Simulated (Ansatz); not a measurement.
Isolated molecules relaxed with PBE0-D4/def2-TZVP in Ansatz; ΔE leaves out vibrations. CBS: MP2 limit from def2 TZ/QZ plus the TZ coupled-cluster correction, frozen cores. Functionals use def2-TZVPP. Elements past krypton have def2 core potentials. For Hf outer-core shells are correlated without core-valence functions, which leaves a few kJ/mol of doubt a bond. One conformer a species, not always the lowest.

Reaction (ligand exchange at the Hf–N bond): `CC[N](C)[Hf]([F])([F])[F]` + dimethylamine → `C[N](C)[Hf]([F])([F])[F]` + ethylmethylamine

| level | ΔE (kJ/mol) |
| --- | --- |
| revPBE-D4 | -1.6 |
| PBE | -3.9 |
| MP2/def2-TZVPP | -0.1 |
| SCS-MP2/def2-TZVPP | -1.0 |

**Question.** What does CCSD(T)/CBS give? (Best estimate.)

**Answer.** Ansatz gave: -1.2 kJ/mol. The listed levels differ from it by -0.4, -2.7, 1.1, 0.2 kJ/mol.

Largest T1 diagnostic among the species: 0.015.

Leaving LDA and LC-ωPBE aside and taking each functional with its dispersion term where it has one, the values, not all of them listed here, spread over 1.5 kJ/mol, from B2PLYP to BLYP-D4. In def2-TZVPP, CCSD(T) changes the Hartree–Fock value by +4.9 kJ/mol (the triples alone add +0.8 kJ/mol) and MP2 by +5.3 kJ/mol.
